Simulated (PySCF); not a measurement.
Isomers of C6H10FNSi2, mass 171.034 u with the commonest isotopes. Computed with PBE0/pcSseg-1 in PySCF (dipole) on a GFN2-xTB geometry, gas phase. One conformer each, none proved a minimum here; rigid rotors.

Problem. Order these by rotational constant B, largest first.
A. `[CH2:1]=[CH:2]/[C:3](=[CH:4]/[C@H:5]([SiH3:6])[C:7]#[N:8])[SiH2:9][F:10]` with C1–C2–C3–C4 176°, C3–C4–C5–Si6 -92°, C2–C3–Si9–F10 -173°
B. `[N:1]#[C:2][C@@H:3]1[SiH2:4][CH2:5][CH2:6][SiH2:7]/[C:8]1=[CH:9]/[F:10]` with C2–C3–Si4–C5 -64°, C3–Si4–C5–C6 -58°, Si4–C5–C6–Si7 59°, C5–C6–Si7–C8 -52°
C. `[N:1]#[C:2][C@@H:3]1[SiH2:4][C@@H:5]([SiH3:6])[CH2:7]/[C:8]1=[CH:9]/[F:10]` with C2–C3–Si4–C5 -111°, C3–Si4–C5–Si6 -101°, Si4–C5–C7–C8 -41°, C5–C7–C8–C9 -127°

Solution. B (838.4 MHz), C (789.0 MHz), A (607.2 MHz).

Problem. Order these by rotational constant A, largest first.
A. `[N:1]#[C:2][C@@H:3]1[SiH2:4][C@@H:5]([SiH3:6])[CH2:7]/[C:8]1=[CH:9]/[F:10]` with C2–C3–Si4–C5 -111°, C3–Si4–C5–Si6 -101°, Si4–C5–C7–C8 -41°, C5–C7–C8–C9 -127°
B. `[N:1]#[C:2][C@@H:3]1[SiH2:4][CH2:5][CH2:6][SiH2:7]/[C:8]1=[CH:9]/[F:10]` with C2–C3–Si4–C5 -64°, C3–Si4–C5–C6 -58°, Si4–C5–C6–Si7 59°, C5–C6–Si7–C8 -52°
C. `[CH2:1]=[CH:2]/[C:3](=[CH:4]/[C@H:5]([SiH3:6])[C:7]#[N:8])[SiH2:9][F:10]` with C1–C2–C3–C4 176°, C3–C4–C5–Si6 -92°, C2–C3–Si9–F10 -173°

Solution. C (1293 MHz), A (1249 MHz), B (1101 MHz).

Problem. Order these by out-of-plane moment Σ m c² = (Ia + Ib − Ic)/2, smallest first.
A. `[CH2:1]=[CH:2]/[C:3](=[CH:4]/[C@H:5]([SiH3:6])[C:7]#[N:8])[SiH2:9][F:10]` with C1–C2–C3–C4 176°, C3–C4–C5–Si6 -92°, C2–C3–Si9–F10 -173°
B. `[N:1]#[C:2][C@@H:3]1[SiH2:4][CH2:5][CH2:6][SiH2:7]/[C:8]1=[CH:9]/[F:10]` with C2–C3–Si4–C5 -64°, C3–Si4–C5–C6 -58°, Si4–C5–C6–Si7 59°, C5–C6–Si7–C8 -52°
C. `[N:1]#[C:2][C@@H:3]1[SiH2:4][C@@H:5]([SiH3:6])[CH2:7]/[C:8]1=[CH:9]/[F:10]` with C2–C3–Si4–C5 -111°, C3–Si4–C5–Si6 -101°, Si4–C5–C7–C8 -41°, C5–C7–C8–C9 -127°

Solution. C (81.14 u·Å²), A (110.75 u·Å²), B (185.85 u·Å²).

```
                                SMILES  point group  Ia (u·Å²)  Ib (u·Å²)  Ic (u·Å²)      κ  μa (D)  μb (D)  μc (D)
N#C[C@@H]1[SiH2][C@@H]([SiH3])C/C1=C/F           C1     404.68     640.54     882.95  -0.36    4.42    0.91    0.09
       N#C[C@@H]1[SiH2]CC[SiH2]/C1=C/F           C1     459.11     602.82     690.23  -0.42    0.55    2.97    2.82
     C=C/C(=C/[C@H]([SiH3])C#N)[SiH2]F           C1     390.84     832.37    1001.71  -0.74    3.58    0.85    2.02
```
